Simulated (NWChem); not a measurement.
System: C2H6F2Si; SMILES FC[Si@H](C)F

```xyz
11

C     -0.9982     1.8775    -0.1393
Si     0.0611     0.4253     0.3503
F      1.5620     0.6562    -0.2450
C     -0.6218    -1.1773    -0.3834
F      0.0572    -2.2734     0.1064
H     -0.5471     2.8184     0.2115
H     -2.0046     1.8013     0.3021
H     -1.1062     1.9427    -1.2333
H      0.1907     0.2823     1.8266
H     -1.6969    -1.2802    -0.1414
H     -0.5435    -1.1644    -1.4865
```
Atoms are numbered in this order, from 1.

Coordinates come from a PBE0/def2-SVP optimisation.

Task: List the 4 lowest vertical singlet excitations from BHandHLYP/def2-SVP, TDA (NWChem).

Result: 
```csv
state,energy (eV),oscillator strength,leading excitation (squared amplitude)
S1,8.65,0.013,HOMO → LUMO (0.60)
S2,9.22,0.054,HOMO → LUMO+2 (0.56)
S3,9.40,0.071,HOMO → LUMO+1 (0.41)
S4,9.47,0.036,HOMO−1 → LUMO+1 (0.52)
```
